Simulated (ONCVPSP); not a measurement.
Zn (Z = 30) ONCV: all-electron and pseudo phase curves

zinc, optimised norm-conserving Vanderbilt (ONCV), made with ONCVPSP 4.0.1 (PBEsol, scalar-relativistic). Core [Ne], reference 3s2 3p6 3d10 4s1.5 (charge +0.5). Waves: 3s+4s: rc 1.10 bohr, ncon 4, nbas 7, qcut 12.9 1/bohr, 2 projectors; 3p: rc 1.00 bohr, ncon 4, nbas 8, qcut 16.2 1/bohr, 2 projectors, debl 3.5 Ha; 3d: rc 1.30 bohr, ncon 4, nbas 8, qcut 12.5 1/bohr, 2 projectors, debl 2.2 Ha. Local part: polynomial inside 1.00 bohr (lpopt 2, dvloc0 0 Ha). Core correction: Teter function, fcfact 2.25, rcfact 1.45.

The phase is arctan(r·R′/R) of the radial function R(r), unwrapped; energies in Ha, scanned from -6 to 5 Ha. A pole is an energy at which the radial function vanishes at the test radius. The pseudo phase is shifted by a multiple of π to meet the all-electron one at the reference energy, and phase errors are pseudo minus all-electron; the curves can meet again beyond the range given. Levels narrower than the energy grid can be missing from the lists of poles.

```json
{"channel": "s", "radius (bohr)": "1.12", "reference energy (Ha)": "-0.36", "poles, all-electron": "-3.93", "poles, pseudo": "-3.93", "unbroken range about the reference energy with phases within 0.05 rad": "the whole range", "phase error 1 Ha above the reference energy (rad)": "+0.000"}
{"channel": "p", "radius (bohr)": "1.02", "reference energy (Ha)": "-3.23", "poles, all-electron": "-1.36", "poles, pseudo": "-1.36", "unbroken range about the reference energy with phases within 0.05 rad": "the whole range", "phase error 1 Ha above the reference energy (rad)": "-0.000"}
{"channel": "d", "radius (bohr)": "1.32", "reference energy (Ha)": "-0.54", "poles, all-electron": "0.14", "poles, pseudo": "0.14", "unbroken range about the reference energy with phases within 0.05 rad": "the whole range", "phase error 1 Ha above the reference energy (rad)": "+0.000"}
```

Phases in the p channel:

| E (Ha) | all-electron | pseudo |
| --- | --- | --- |
| -5.96 | 0.672 | 0.672 |
| -5.68 | 0.539 | 0.539 |
| -5.40 | 0.364 | 0.365 |
| -5.12 | 0.141 | 0.141 |
| -4.84 | -0.126 | -0.126 |
| -4.56 | -0.408 | -0.407 |
| -4.28 | -0.664 | -0.664 |
| -4.00 | -0.874 | -0.874 |
| -3.72 | -1.037 | -1.037 |
| -3.44 | -1.161 | -1.161 |
| -3.16 | -1.257 | -1.257 |
| -2.88 | -1.333 | -1.333 |
| -2.60 | -1.394 | -1.394 |
| -2.32 | -1.445 | -1.445 |
| -2.04 | -1.488 | -1.488 |
| -1.76 | -1.525 | -1.525 |
| -1.48 | -1.558 | -1.558 |
| -1.20 | -1.588 | -1.588 |
| -0.92 | -1.615 | -1.615 |
| -0.64 | -1.639 | -1.639 |
| -0.36 | -1.663 | -1.663 |
| -0.08 | -1.685 | -1.685 |
| 0.20 | -1.707 | -1.707 |
| 0.48 | -1.729 | -1.729 |
| 0.76 | -1.750 | -1.750 |
| 1.04 | -1.772 | -1.772 |
| 1.32 | -1.794 | -1.794 |
| 1.60 | -1.817 | -1.817 |
| 1.88 | -1.842 | -1.842 |
| 2.16 | -1.867 | -1.867 |
| 2.44 | -1.895 | -1.895 |
| 2.72 | -1.925 | -1.925 |
| 3.00 | -1.958 | -1.958 |
| 3.28 | -1.994 | -1.994 |
| 3.56 | -2.035 | -2.035 |
| 3.84 | -2.082 | -2.082 |
| 4.12 | -2.135 | -2.135 |
| 4.40 | -2.198 | -2.197 |
| 4.68 | -2.271 | -2.270 |
| 4.96 | -2.358 | -2.357 |
